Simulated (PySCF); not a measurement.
Spin-Hamiltonian simulation

Molecule: SMILES ONC1=CC=CC=C1, C6H7NO.

Geometry (Å), atoms numbered from 1 in this order:
```xyz
15

O    -2.7371   -0.9713   -0.2371
N    -2.0568    0.2389   -0.2325
C    -0.6688    0.1309   -0.1121
C     0.1320    1.2079   -0.5228
C     1.5096    1.1630   -0.3424
C     2.1137    0.0489    0.2418
C     1.3165   -1.0228    0.6396
C    -0.0653   -0.9910    0.4683
H    -3.2721   -0.9431    0.5651
H    -2.3390    0.7671   -1.0550
H    -0.3339    2.0857   -0.9796
H     2.1192    2.0099   -0.6673
H     3.1963    0.0161    0.3803
H     1.7757   -1.9067    1.0899
H    -0.6900   -1.8336    0.7639
```

PySCF calculation with J couplings at B3LYP/pcJ-1 (spin–dipole term only in couplings to heteroatoms), coordinates at the PBE0-D3(BJ)/def2-SVP level and shieldings: GIAO PBE0/pcSseg-1; single conformer, non-relativistic, rapidly exchanging positions averaged, no solvent.

Referencing at the same level of theory: 1H (σref 31.27) against TMS.

The 5-spin Hamiltonian (Zeeman plus full scalar coupling among like nuclei) was diagonalised exactly; lines are Lorentzian, 1.0 Hz wide, and the maxima above 3 % are listed with the tallest set to 100.

Peak list at 400 MHz for the spins H11/H12/H13/H14/H15:
δ in ppm (height): 7.353 (57), 7.348 (24), 7.332 (88), 7.329 (89), 7.313 (29), 7.308 (70), 6.930 (35), 6.910 (64), 6.889 (36), 6.883 (93), 6.881 (100), 6.861 (54), 6.859 (94), 6.857 (84)

Q: Extract the chemical shifts and coupling constants behind this pattern (give the signs of the calculation).

A: 
Shifts (ppm): H11/H15 6.87, H12/H14 7.33, H13 6.91.
Couplings (Hz): H11–H12, H14–H15: 9.1; H11–H13, H13–H15: 0.8; H11–H14, H12–H15: 0.5; H11–H15: 2.2; H12–H13, H13–H14: 8.2; H12–H14: 1.1.
These are the parameters used. A line list fixes at most the relative signs, and those only where coupling is strong; other parameter sets or atom labellings may fit too, and couplings well below the line width leave little trace. Those between chemically equivalent but magnetically inequivalent protons (AA′, BB′) do shape the pattern.

OH and NH positions are those of a molecule without intermolecular hydrogen bonds; in solution they move with solvent, concentration and temperature, and exchange usually removes their couplings. Unscaled 3J(H,H) at this level run about 9 % above measured values.
